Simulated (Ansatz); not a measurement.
Geometry optimisation, RKS revPBE/STO-3G in Ansatz 0.2.0.

The input (input.yaml):

```yaml
crystal:
  periodic: [false, false, false]
  atoms:
    - { symbol: Si, position_ang: [0.0, 0.0, 0.0] }
    - { symbol: O, position_ang: [0.0, 0.0, 1.68] }
    - { symbol: H, position_ang: [-0.9095, -0.2814, 2.0171] }
    - { symbol: Si, position_ang: [2.0935, 0.0, -0.7393] }
    - { symbol: H, position_ang: [2.5508, -1.3762, -0.9079] }
    - { symbol: H, position_ang: [2.1573, 0.6939, -2.0222] }
    - { symbol: H, position_ang: [2.951, 0.6823, 0.2255] }
    - { symbol: Si, position_ang: [-1.0456, 1.8115, -0.7393] }
    - { symbol: H, position_ang: [-2.4302, 1.478, -1.0607] }
    - { symbol: H, position_ang: [-1.0215, 2.8436, 0.2931] }
    - { symbol: H, position_ang: [-0.3743, 2.3069, -1.9374] }
    - { symbol: Cl, position_ang: [-1.0032, -1.7381, -0.7093] }
basis:
  gaussian: { orbitals: STO-3G }
hamiltonian:
  xc: revpbe
relax:
  f_tol: 0.02
  max_steps: 40
```

Command:

```bash
$ ansatz run input.yaml --threads 1 --pin off --max-ram 2048MiB --backend cpu --events-out ev --progress --plain --runs-dir out
```

Task: Where does it end, and by what steps?

Result: The forces met the threshold. The force dipped under the threshold on the way, but the program's further checks kept it going. Limits of this set-up: minimal basis. After 19 steps the energy has fallen by 0.318 eV; H9 moved furthest, 0.93 Å.

```json
{"step": "0", "energy less start (eV)": "0.0000", "largest force component (eV/Å)": "1.437", "accepted": "yes"}
{"step": "1", "energy less start (eV)": "-0.2421", "largest force component (eV/Å)": "0.943", "accepted": "yes"}
{"step": "2", "energy less start (eV)": "-0.2690", "largest force component (eV/Å)": "0.877", "accepted": "yes"}
{"step": "3", "energy less start (eV)": "-0.2831", "largest force component (eV/Å)": "0.312", "accepted": "yes"}
{"step": "4", "energy less start (eV)": "-0.2882", "largest force component (eV/Å)": "0.196", "accepted": "yes"}
{"step": "5", "energy less start (eV)": "-0.2917", "largest force component (eV/Å)": "0.144", "accepted": "yes"}
{"step": "6", "energy less start (eV)": "-0.2671", "largest force component (eV/Å)": "0.702", "accepted": "no"}
{"step": "7", "energy less start (eV)": "-0.2984", "largest force component (eV/Å)": "0.013", "accepted": "yes"}
{"step": "8", "energy less start (eV)": "-0.3010", "largest force component (eV/Å)": "0.099", "accepted": "yes"}
{"step": "9", "energy less start (eV)": "-0.3028", "largest force component (eV/Å)": "0.096", "accepted": "yes"}
{"step": "10", "energy less start (eV)": "-0.3063", "largest force component (eV/Å)": "0.165", "accepted": "yes"}
{"step": "11", "energy less start (eV)": "-0.3088", "largest force component (eV/Å)": "0.119", "accepted": "yes"}
{"step": "12", "energy less start (eV)": "-0.3125", "largest force component (eV/Å)": "0.100", "accepted": "yes"}
{"step": "13", "energy less start (eV)": "-0.3143", "largest force component (eV/Å)": "0.156", "accepted": "yes"}
{"step": "14", "energy less start (eV)": "-0.3156", "largest force component (eV/Å)": "0.091", "accepted": "yes"}
{"step": "15", "energy less start (eV)": "-0.3170", "largest force component (eV/Å)": "0.019", "accepted": "yes"}
{"step": "16", "energy less start (eV)": "-0.3175", "largest force component (eV/Å)": "0.044", "accepted": "yes"}
{"step": "17", "energy less start (eV)": "-0.3178", "largest force component (eV/Å)": "0.049", "accepted": "yes"}
{"step": "18", "energy less start (eV)": "-0.3180", "largest force component (eV/Å)": "0.043", "accepted": "yes"}
{"step": "19", "energy less start (eV)": "-0.3182", "largest force component (eV/Å)": "0.010", "accepted": "yes"}
```

```xyz
12
Properties=species:S:1:pos:R:3
Si 0.010 -0.006 -0.126
O -0.086 -0.449 1.546
H -1.093 -0.365 1.773
Si 2.236 -0.022 -0.626
H 2.849 -1.290 -0.250
H 2.430 0.193 -2.054
H 2.910 1.054 0.092
Si -1.146 1.900 -0.662
H -2.528 1.815 -0.205
H -0.526 3.054 -0.018
H -1.138 2.121 -2.103
Cl -0.949 -1.583 -1.270
```

Run time: 81 s on 1 thread of Intel(R) Xeon(R) Platinum 8259CL CPU @ 2.50GHz (Skylake/Cascade Lake) (shared host), peak memory 0.15 GiB.
